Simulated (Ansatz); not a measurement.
Rb₂Cl₂, 4 atoms. Hardware: 4 threads of Arm Neoverse V1 on a shared host.

In the def2 sets Rb takes a core potential; there is no spin–orbit coupling. Correlated methods freeze 10 core orbitals; core or outer-core shells of Rb are correlated, in sets that lack core-valence functions.

**Question.** How many basis functions does each of these Ansatz runs have, and roughly what does it cost? PBE0-D4/def2-TZVP, charge 0 singlet, energy and forces, from earlier orbitals; PBE0-D4/def2-TZVPD, charge -1 doublet at the geometry of the charge 0 singlet, energy, from earlier orbitals; PBE-D4/def2-TZVP, charge 0 quintet, energy, from earlier orbitals; MP2/def2-TZVP, charge 0 singlet, energy, from earlier orbitals; BLYP-D4/def2-TZVP, charge 0 quintet, energy, from earlier orbitals; B3LYP-D4/def2-TZVP, charge 0 singlet, frequencies; RPA@PBE/def2-TZVP, charge 0 quintet, energy, from earlier orbitals; RPA@PBE/def2-TZVP, charge 0 triplet, energy, from earlier orbitals; PBE-D4/def2-TZVPD, charge -1 doublet at the geometry of the charge 0 singlet, energy, from earlier orbitals; r2SCAN-D4/def2-TZVP, charge 0 triplet, energy, from earlier orbitals; r2SCAN-D4/def2-TZVP, charge 0 quintet, energy, from earlier orbitals; ωB97X-V/def2-TZVP, charge 0 singlet, energy, from earlier orbitals.

**Answer.** Other jobs shared the machine, so times can vary by a factor of up to 3. A dash marks memory too small to be measured apart from the calling script's.

| run | functions | fitting or Cholesky vectors | wall time | peak host memory (GiB) |
| --- | --- | --- | --- | --- |
| MP2/def2-TZVP, charge 0 singlet, energy, from earlier orbitals | 140 | 1100 | 0.95 s | – |
| PBE0-D4/def2-TZVP, charge 0 singlet, energy and forces, from earlier orbitals | 140 | 1184 | 3.2 s | – |
| PBE-D4/def2-TZVPD, charge -1 doublet at the geometry of the charge 0 singlet, energy, from earlier orbitals | 158 | 1208 | 4.8 s | – |
| RPA@PBE/def2-TZVP, charge 0 triplet, energy, from earlier orbitals | 140 | 1100 | 5.5 s | – |
| PBE0-D4/def2-TZVPD, charge -1 doublet at the geometry of the charge 0 singlet, energy, from earlier orbitals | 158 | 1264 | 6 s | 0.56 |
| ωB97X-V/def2-TZVP, charge 0 singlet, energy, from earlier orbitals | 140 | 1174 | 7 s | – |
| r2SCAN-D4/def2-TZVP, charge 0 triplet, energy, from earlier orbitals | 140 | 1160 | 8 s | – |
| PBE-D4/def2-TZVP, charge 0 quintet, energy, from earlier orbitals | 140 | 1160 | 8.5 s | – |
| BLYP-D4/def2-TZVP, charge 0 quintet, energy, from earlier orbitals | 140 | 1160 | 9 s | – |
| RPA@PBE/def2-TZVP, charge 0 quintet, energy, from earlier orbitals | 140 | 1100 | 9 s | – |
| r2SCAN-D4/def2-TZVP, charge 0 quintet, energy, from earlier orbitals | 140 | 1160 | 26 s | – |
| B3LYP-D4/def2-TZVP, charge 0 singlet, frequencies | 140 | 1174 | 40 s | – |
